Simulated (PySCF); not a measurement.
Computed vibrations of [OsO3Cl]−

[OsO3Cl]− (singlet). PySCF 2.14.0, RKS BP86, Os def2-SVP with ECP60, O def2-SVP, Cl def2-SVP; non-relativistic Hamiltonian with scalar-relativistic core potentials where named; density fitting; no spin-orbit coupling. Central differences of gradients.

```xyz
5

Os    0.0000    0.2578    0.0000
O     1.7280   -0.0720    0.0000
O     0.0000    1.9951    0.0000
O    -1.7280   -0.0720    0.0000
Cl    0.0000   -2.2621    0.0000
```

Run from Python with OMP_NUM_THREADS=2. Where DIIS fails, smearing, a level shift and second-order steps follow.
It took 47 s on 2 threads of Arm Neoverse V1, on a shared host.

What are the harmonic wavenumbers and infrared intensities?

Modes are labelled in C2v; negative numbers are unstable modes, those under 60 cm⁻¹ near the noise; a finer grid moves soft modes by up to 10 cm⁻¹.
```json
{"cm⁻¹": "-175", "km/mol": "–", "symmetry": "b1"}
{"cm⁻¹": "148", "km/mol": "4.0", "symmetry": "b1"}
{"cm⁻¹": "219", "km/mol": "51.9", "symmetry": "a1"}
{"cm⁻¹": "247", "km/mol": "0.7", "symmetry": "b2"}
{"cm⁻¹": "332", "km/mol": "1.1", "symmetry": "a1"}
{"cm⁻¹": "358", "km/mol": "6.4", "symmetry": "b2"}
{"cm⁻¹": "872", "km/mol": "206.4", "symmetry": "b2"}
{"cm⁻¹": "885", "km/mol": "84.4", "symmetry": "a1"}
{"cm⁻¹": "915", "km/mol": "65.9", "symmetry": "a1"}
```

Is this a minimum?

No: 1 unstable; the lowest moves the atoms so:
```
Os   0.00  0.00 -0.01
O    0.00  0.00  0.58
O    0.00  0.00 -0.52
O    0.00  0.00  0.58
Cl   0.00  0.00 -0.23
```
